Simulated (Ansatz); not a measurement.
```yaml
crystal:
  periodic: [false, false, false]
  atoms:
    - {symbol: O, position_ang: [-1.619097, 0.784607, -0.511571]}
    - {symbol: C, position_ang: [-0.546645, 1.093336, 0.363131]}
    - {symbol: Si, position_ang: [0.452483, -0.430755, 0.884316]}
    - {symbol: P, position_ang: [1.172977, -1.645512, -0.878155]}
    - {symbol: H, position_ang: [-1.259574, 0.330930, -1.279305]}
    - {symbol: H, position_ang: [0.124227, 1.851169, -0.067055]}
    - {symbol: H, position_ang: [-0.993606, 1.544921, 1.253718]}
    - {symbol: H, position_ang: [1.652519, -0.005728, 1.657165]}
    - {symbol: H, position_ang: [-0.371491, -1.342459, 1.721380]}
    - {symbol: H, position_ang: [-0.112327, -1.726811, -1.482740]}
    - {symbol: H, position_ang: [1.565933, -0.510597, -1.640186]}
basis:
  gaussian: {orbitals: def2-TZVPPP, fitting: {mean_field: cc-pVTZ-jkfit}}
total_charge: -1
magnetization: {spin_polarized: true, initial_magnetization: 1}
hamiltonian: {xc: {name: B2GP-PLYP}}
output: {forces: true}
```

```sh
$ ansatz run in.yaml --threads 4 --pin off --events-out ev --progress --plain --max-ram 10444MiB
```

It prints (some lines left out):

```
Error: <dir> can't be read: No such file or directory (os error 2)
```
